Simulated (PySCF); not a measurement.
**Computed vibrations of TlF3(H2O)**

TlF3(H2O) (singlet). PySCF 2.14.0, RKS PBE0, Tl def2-SVP with ECP60, F def2-SVP, O def2-SVP, H def2-SVP; non-relativistic Hamiltonian with scalar-relativistic core potentials where named; density fitting; no spin-orbit coupling. Central differences of gradients.

```xyz
7

Tl    0.0364   -0.0980    0.0980
F     0.6869    1.7651    0.6381
F    -0.7373   -1.4086    1.4086
F     0.6869   -0.6381   -1.7651
O    -1.1401    1.3859   -1.3859
H    -0.6520    2.1681   -1.0744
H    -0.6520    1.0744   -2.1681
```

Run from Python with OMP_NUM_THREADS=2. Where DIIS fails, smearing, a level shift and second-order steps follow.
It took 67 s on 2 threads of Arm Neoverse V1, with other jobs on the host.

(1) What are the harmonic wavenumbers and infrared intensities?

(2) Is this a minimum?

## Answers

(1) Modes are labelled in Cs; negative numbers are unstable modes, those under 60 cm⁻¹ near the noise; a finer grid moves soft modes by up to 10 cm⁻¹.
```tsv
cm⁻¹	km/mol	symmetry
44	4.0	a''
63	0.3	a'
111	17.0	a''
113	39.6	a'
162	79.0	a'
280	5.8	a'
429	80.0	a''
540	68.0	a''
543	11.0	a'
582	100.7	a'
649	319.3	a'
670	5.0	a''
1621	69.5	a'
3729	59.7	a'
3820	151.4	a''
```

(2) Yes, within the noise of the softest modes. Ideal gas at 298.15 K and 1 bar: S = 391.7 J/(mol K), Cp = 109.0 J/(mol K), H − H(0 K) = 23.7 kJ/mol (rigid rotor, harmonic modes, spin degeneracy alone; the modes under 60 cm⁻¹ make these uncertain).
